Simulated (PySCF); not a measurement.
CBr3, SMILES Br[C](Br)Br (connectivity only; charge and spin as stated), charge +1, multiplicity 1.

Coordinates come from a TPSSh-D3(BJ)/def2-SVP optimisation. The spin state was assumed, not searched. The isomer is the one that the SMILES or the coordinates give; other isomers of the formula were not compared.

Two levels are set side by side: PBE/def2-TZVP (PySCF) and ωB97X/def2-TZVP (PySCF). Same geometry, gas phase. Differences are taken from unrounded values.

| quantity | ωB97X | PBE | PBE minus ωB97X |
|---|---|---|---|
| orbital gap (eV) | 8.75 | 2.40 | -6.35 |
| highest occupied level (eV) | -16.33 | -12.67 | 3.66 |
| lowest empty level (eV) | -7.58 | -10.27 | -2.68 |
| mean polarisability (bohr³) | 68.5 | 70.3 | 1.8 |

Without exact exchange PBE keeps part of each electron's self-repulsion, which lifts occupied levels and narrows the gap. Differences between two approximate levels are no errors against the true value.

Rough cost on one machine, each run with all the roots and properties that it gave: ωB97X against PBE within a factor of 2.
